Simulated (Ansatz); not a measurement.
Ansatz (a quantum-chemistry and plane-wave program) input (RI-MP2/def2-QZVPPD):
A basis named .json is the Basis Set Exchange file of that set.

Ansatz 0.2 input:
```yaml
crystal:
  periodic: [false, false, false]
  atoms:
    - {symbol: C, position_ang: [0.52341134, 1.59622007, 1.50921582]}
    - {symbol: Si, position_ang: [0.30668679, -0.10274432, 0.76678084]}
    - {symbol: C, position_ang: [-0.93038876, -1.11887018, 1.72688060]}
    - {symbol: C, position_ang: [1.93972300, -0.99084088, 0.59608673]}
    - {symbol: Br, position_ang: [-0.52806734, 0.17690987, -1.32027832]}
    - {symbol: H, position_ang: [-0.42952180, 2.12478231, 1.56197120]}
    - {symbol: H, position_ang: [0.92624939, 1.51647992, 2.52264644]}
    - {symbol: H, position_ang: [1.21258984, 2.19803326, 0.91499647]}
    - {symbol: H, position_ang: [-1.89498475, -0.61208926, 1.78138216]}
    - {symbol: H, position_ang: [-1.08465329, -2.09225563, 1.25894260]}
    - {symbol: H, position_ang: [-0.57286265, -1.28323407, 2.74709538]}
    - {symbol: H, position_ang: [2.38670454, -1.15121436, 1.58105701]}
    - {symbol: H, position_ang: [1.80848342, -1.96319924, 0.11907714]}
    - {symbol: H, position_ang: [2.64026360, -0.40978191, -0.00545803]}
basis:
  gaussian:
    orbitals: def2-QZVPPD.json
    fitting: {mean_field: def2-universal-jkfit, correlation: def2-QZVPPD-RIFIT.json}
total_charge: 1
magnetization: {spin_polarized: true, initial_magnetization: 1}
correlation: {method: mp2, electrons: outside_noble_gas}
```

End of the output:

```
mean field evaluation 4: about -81091.6247 eV, gradient 1.8e0 eV
mean field evaluation 8: about -81091.6790 eV, gradient 7.9e-3 eV
mean field evaluation 16: about -81091.6790 eV, gradient 2.7e-2 eV
mean field evaluation 32: about -81091.6790 eV, gradient 3.5e-9 eV
mean field evaluation 64: about -81091.6790 eV, gradient 2.4e-9 eV
mean field evaluation 96: about -81088.2932 eV, gradient 1.7e1 eV
mean field evaluation 128: about -81091.6790 eV, gradient 9.5e-5 eV
mean field evaluation 160: about -81091.6789 eV, gradient 2.2e-2 eV
mean field evaluation 192: about -81091.6790 eV, gradient 2.7e-4 eV
mean field -81091.67901218 eV, -2980.0642377835 hartree, gradient 2.4e-9 eV, S^2 0.760896; 13 other end points of the search recorded, 0 dependent functions left out
22 core orbitals not correlated
1553 factors; their error is unknown
reference -81091.67901218 eV, -2980.0642377835 hartree; 16, 15 occupied and 622, 623 virtual orbitals, 1553 factors
second order -22.93891867 eV of doubles, -0.00000000 eV of singles
Total energy: -81114.61793085 eV, -2980.9072274959 hartree
```

This state (charge 1, doublet) is run at the relaxed geometry of the species with charge 0 and multiplicity 1.
